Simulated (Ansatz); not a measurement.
A structure relaxed at PBE0-D4/def2-TZVPD in Ansatz, charge -1, singlet:

```
atom   x (Å)   y (Å)   z (Å)
  K1  -0.003   0.003   0.002
 Br2   1.976   2.091  -0.924
 Br3  -1.973  -2.094   0.922
```

(1) Give its formula and point group.

(2) Summarise the bond lengths by kind (pairs closer than 1.2 times the sum of covalent radii, bridged metal pairs left out).

## Answers

(1) KBr2⁻. Point group D∞h (tolerance 0.1 Å).

(2) 2 × Br–K 3.02 Å.

The structure comes from a short search, and lower isomers may exist.
